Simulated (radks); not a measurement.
Values are calculated unless marked as measured or tabulated.
Ag, configuration [Kr] 4d10 5p1 (not the ground configuration).

Code: a radial shooting solver on a logarithmic mesh with Libxc functionals. Model: scalar-relativistic Kohn-Sham, SCAN, spin-polarised, spherical densities, finite nucleus; open shells are filled with parallel spins first (spin-orbit coupling, left out, can overturn this in heavy ions); meta-GGA in the generalised Kohn-Sham scheme; Fermi nuclear charge, rms radius 4.5454 fm.

Energy parts (Ry):
part                        energy
total                 -10633.80093
kinetic                11047.38990
electron-nucleus      -25696.62794
Hartree                 4315.36220
exchange-correlation    -299.92509

Orbitals (lengths in bohr, moments of r in powers of bohr; r(max) is where P^2 peaks):
| orbital | occ. | eigenvalue (Ry) | r(max) |
|---|---|---|---|
| 1s up | 1 | -1865.480 | 0.02016 |
| 1s down | 1 | -1865.480 | 0.02016 |
| 2s up | 1 | -275.8990 | 0.1138 |
| 2s down | 1 | -275.8995 | 0.1138 |
| 2p up | 3 | -247.2283 | 0.09118 |
| 2p down | 3 | -247.2285 | 0.09118 |
| 3s up | 1 | -51.14961 | 0.3321 |
| 3s down | 1 | -51.14952 | 0.3321 |
| 3p up | 3 | -41.64496 | 0.3256 |
| 3p down | 3 | -41.64482 | 0.3256 |
| 3d up | 5 | -26.72643 | 0.2744 |
| 3d down | 5 | -26.72654 | 0.2744 |
| 4s up | 1 | -7.34379 | 0.8253 |
| 4s down | 1 | -7.34552 | 0.8254 |
| 4p up | 3 | -4.59089 | 0.8789 |
| 4p down | 3 | -4.59287 | 0.8790 |
| 4d up | 5 | -0.70948 | 1.035 |
| 4d down | 5 | -0.70467 | 1.034 |
| 5p up | 1 | -0.14050 | 3.693 |

The highest occupied level is 5p up at -1.912 eV. The density falls to 0.001 e/bohr^3 at r = 4.45 bohr.
